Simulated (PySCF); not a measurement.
Species: C₂H₁₀OSi₂, charge 0, multiplicity 1. SMILES: [SiH3][SiH2]COC
Structure (B3LYP-D3(BJ)/def2-TZVP (Ansatz) minimum search):
```
C
H 1 1.0996
H 1 1.1002 2 106.83
O 1 1.4199 2 110.81 3 120.66
C 4 1.4125 1 113.15 2 -58.68
H 5 1.0891 4 107.39 1 -179.73
H 5 1.0972 6 109.23 4 120.69
H 5 1.0973 6 109.24 7 118.63
Si 1 1.8975 2 111.01 3 -119.79
H 9 1.4838 1 110.06 2 -49.64
H 9 1.4862 10 108.16 1 -117.83
Si 9 2.3430 10 110.70 11 -121.52
H 12 1.4812 9 111.12 10 -50.60
H 12 1.4846 13 108.84 9 120.75
H 12 1.4847 13 108.49 14 117.53
```
Charge 0, spin multiplicity 1.

Dispersion corrections to the total energy (kcal/mol) from the dftd3 and dftd4 libraries through PySCF: D3(BJ) without and D4 with the three-body term, each with the damping fitted for the functional named.

| functional | D3(BJ) | D4 |
|---|---|---|
| HSE06 | -5.26 | (withheld) |
| BHLYP | -10.37 | -8.88 |
| TPSS | -9.37 | -9.71 |
| B2GP-PLYP | -5.55 | -3.13 |
| PW6B95 | -4.13 | -5.93 |
| BP86 | -12.19 | (withheld) |
| HF | -54.02 | (withheld) |

Problem. Fill in the missing entries.

Solution. 
- HSE06, D4: -5.77
- BP86, D4: -9.83
- HF, D4: -24.49
